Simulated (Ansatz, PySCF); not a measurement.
Gas-phase reaction in SMILES: C[C@H](Cl)CCCl + 4 C (CH4) → 3 CC (C2H6) [ethane] + 2 CCl (CH3Cl)
Geometries: B3LYP-D3(BJ)/def2-TZVP minima from Ansatz (a program for electronic structure), one conformer each, not searched for the lowest. Frequencies are from PySCF.
Geometry of the first species:
SMILES: Cl[C@H](CCCl)C
```xyz
14

C     -2.3265     0.7480     0.5144
C     -0.9958     0.2045     0.0361
C      0.1046     0.3336     1.0767
C      1.4816    -0.1025     0.6208
Cl     2.1038     0.9384    -0.7235
Cl    -1.1968    -1.5530    -0.4249
H     -2.2255     1.8138     0.7343
H     -3.0951     0.6250    -0.2470
H     -2.6534     0.2373     1.4212
H     -0.6912     0.6879    -0.8893
H     -0.1643    -0.2606     1.9556
H      0.1448     1.3798     1.3929
H      1.4753    -1.1200     0.2408
H      2.2061    -0.0175     1.4261
```
Charge 0, spin multiplicity 1.

Quantity: bond separation energy (enthalpy at 298 K, with B3LYP-D3(BJ) rigid-rotor harmonic-oscillator terms), in kcal/mol. Valence correlation only, unless marked. No spin-orbit coupling. Non-relativistic. Basis-set limits of correlation are two-point, X^-3; Hartree-Fock from the larger set. The bracket is a focal-point correction in the basis named.

RI-MP2/CBS(cc-pV(T+d)Z,cc-pV(Q+d)Z)+[CCSD(T)-MP2]/cc-pV(T+d)Z (Ansatz) gives 18.3 kcal/mol.

Task: Another calculation gave 20.3 kcal/mol. Which level was it?
(A) BHLYP/def2-TZVPD (Ansatz)
(B) SVWN5/def2-TZVPD (Ansatz)
(C) B2GP-PLYP/def2-TZVPD (Ansatz)

Result: B, SVWN5/def2-TZVPD (Ansatz). The others give 12.8 (BHLYP), 16.5 (B2GP-PLYP) kcal/mol.
